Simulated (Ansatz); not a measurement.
Isomers of C2H6FNSi, relaxed with PBE0-D4/def2-TZVP in Ansatz; electronic energies, one conformer each and not always the lowest. Functionals use def2-TZVPP; CBS adds triple-zeta CCSD(T) − MP2 to the MP2 limit of def2-TZVPP and def2-QZVPP.

(1) Order them by energy at frozen-core CCSD(T)/CBS, lowest first. (An estimate is asked.)
A. `FC1NC[SiH2]1`
B. `N/C(F)=C/[SiH3]`
C. `C[C@@H]1N[Si@@H]1F`
D. `C[Si]1(F)CN1`
E. `CN1[SiH2]C1F`
F. `C=C(F)N[SiH3]`
G. `FC/C=N\[SiH3]`

(2) How do PBE0-D4, B3LYP, HF/CBS(def2), B3LYP-D4 place them (kJ/mol, against `C[Si]1(F)CN1`)? (Estimate.)

Results:

(1) D (0.0 kJ/mol), C (43.1 kJ/mol), F (171.2 kJ/mol), B (209.2 kJ/mol), G (216.2 kJ/mol), A (262.8 kJ/mol), E (285.8 kJ/mol).

(2) Ansatz gave: 
```tsv
isomer	PBE0-D4	B3LYP	HF/CBS(def2)	B3LYP-D4
`CN1[SiH2]C1F`	267.9	267.6	281.5	267.9
`N/C(F)=C/[SiH3]`	194.9	185.0	180.9	186.2
`FC/C=N\[SiH3]`	216.7	195.5	177.0	195.3
`C=C(F)N[SiH3]`	164.5	148.5	135.7	149.0
`C[C@@H]1N[Si@@H]1F`	44.7	43.7	42.3	43.5
`FC1NC[SiH2]1`	245.7	253.6	262.9	252.1
```

B3LYP here is the variant with VWN-RPA as its local correlation; programs differ in this.
